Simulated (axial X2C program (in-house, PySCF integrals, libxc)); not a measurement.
Results of a calculation; reference values are marked as such.
# HfC: input and output

Program: an in-house relativistic program for diatomic molecules.

Input file and command:
```json
{
 "zs": [
  72,
  6
 ],
 "q": 0,
 "bas": [
  "dyall-cv3z",
  "dyall-v3z"
 ],
 "levels": [
  "PBE0",
  "HF",
  "M06"
 ],
 "cc": true,
 "r0": 1.95,
 "thr": -1.0,
 "nmax": 90,
 "npts": 10,
 "nst": 2,
 "ntry": 6
}
```
```bash
python so2c.py task.json out
```

Keys: zs atomic numbers; q charge; bas basis sets; levels methods; cc coupled cluster on or off; r0 starting distance in Å; thr threshold in hartree for freezing inner shells (an s shell follows its p shell); nmax most natural virtual spinors; npts points on the curve; nst determinants followed; ntry starts of the search. HF also brings MP2.

Output of the HF step, two-component, at R = 1.931 Å for the state Ω = 2. It starts from PBE0 orbitals of this distance.

```
two-component X2C + atomic mean field  HF
basis functions 227  fitting functions 1170  grid points 5080
iter        total energy     max residual
   1     -15109.122140397     8.52e-01
   2     -15109.173277998     3.34e-02
   3     -15109.174779629     4.19e-02
   4     -15109.180813199     5.61e-03
   5     -15109.181970378     6.54e-03
   6     -15109.182816125     4.99e-03
   7     -15109.183816787     5.38e-03
   8     -15109.185008785     5.02e-03
   9     -15109.186409638     3.54e-03
  10     -15109.187485420     2.16e-03
  11     -15109.187944447     9.54e-04
  12     -15109.188159997     4.02e-04
  13     -15109.188163547     4.18e-04
  14     -15109.188233826     3.75e-04
  15     -15109.188303751     3.34e-04
  16     -15109.188396636     2.68e-04
  17     -15109.188450901     1.49e-04
  18     -15109.188455336     8.74e-05
  19     -15109.188457435     6.52e-05
  20     -15109.188459872     3.57e-05
  21     -15109.188460380     2.35e-05
  22     -15109.188460536     1.72e-05
  23     -15109.188460600     1.06e-05
  24     -15109.188460652     4.49e-06
  25     -15109.188460664     2.96e-06
  26     -15109.188460667     1.42e-06
  27     -15109.188460668     6.99e-07
converged
one-electron -20966.59000381  Coulomb 6064.72337652  exact exchange -312.99629378  xc functional 0.00000000  nuclear repulsion 118.38661580  atomic mean-field constant -12.71215541
correlated 8  virtual 289  natural virtual 90  E(MP2) -0.170243551  MP2 remainder -0.007567425
iter   CCSD correlation   residual
   1     -0.176682240   1.58e-01
   2     -0.188121034   9.90e-02
   3     -0.195785593   6.43e-02
   4     -0.199737991   3.64e-02
   5     -0.201689620   1.78e-02
   6     -0.202232569   9.09e-03
   7     -0.202337682   4.20e-03
   8     -0.202307704   1.66e-03
   9     -0.202301053   8.81e-04
  10     -0.202297475   4.75e-04
  11     -0.202295926   2.64e-04
  12     -0.202296435   1.41e-04
  13     -0.202297735   9.07e-05
  14     -0.202300288   5.73e-05
  15     -0.202302397   3.62e-05
  16     -0.202303276   2.18e-05
  17     -0.202303641   1.26e-05
  18     -0.202303530   6.82e-06
  19     -0.202303511   3.70e-06
(T) -0.013106945  T1 0.1377  D1 0.2460  max T2 0.142
```
Energies are in hartree; totals compare only within one Hamiltonian and basis. T1 is large, a sign of multireference character or of a spin-contaminated reference. T1 in the output is the amplitude norm over the root of the electron number; divide by √2 for the Lee–Taylor value. The determinant is spin-polarised beyond a pure state at some levels (its spin-free form has ⟨S²⟩ too high), which makes Re and μ there less reliable.
